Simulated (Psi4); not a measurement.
Dimer: SiH4 (SMILES [SiH4]) (first 5 atoms) with C3H4 (SMILES C=C=C); geometry from B3LYP-D3(BJ)/def2-TZVP, rigid monomers moved along the line of their centres of mass till Si1···C6 is 6.43 Å.
(charge 0, multiplicity 1):
```
atom    x (Å)    y (Å)    z (Å)
----  -------  -------  -------
Si    -0.1137   0.3464   0.2517
H      1.2281   0.6215   0.8093
H     -0.0152   0.2466  -1.2242
H     -1.0399   1.4455   0.6010
H     -0.6271  -0.9333   0.7873
C     -0.2678   0.4758   6.6799
C      0.2374  -0.7223   6.6946
C      0.7425  -1.9196   6.6963
H      0.3588   1.3487   6.5378
H     -1.3313   0.6405   6.8083
H      0.8341  -2.4890   5.7784
H      1.0868  -2.3857   7.6121
```

Method: Psi4 1.11 with SAPT0/jun-cc-pV(D+d)Z.

### Question
Which attractive term is largest, and how does the interaction split up?

### Answer
electrostatics -0.02, exchange 0.00, induction 0.00, dispersion -0.06, total -0.08 kcal/mol; the largest attraction is dispersion.
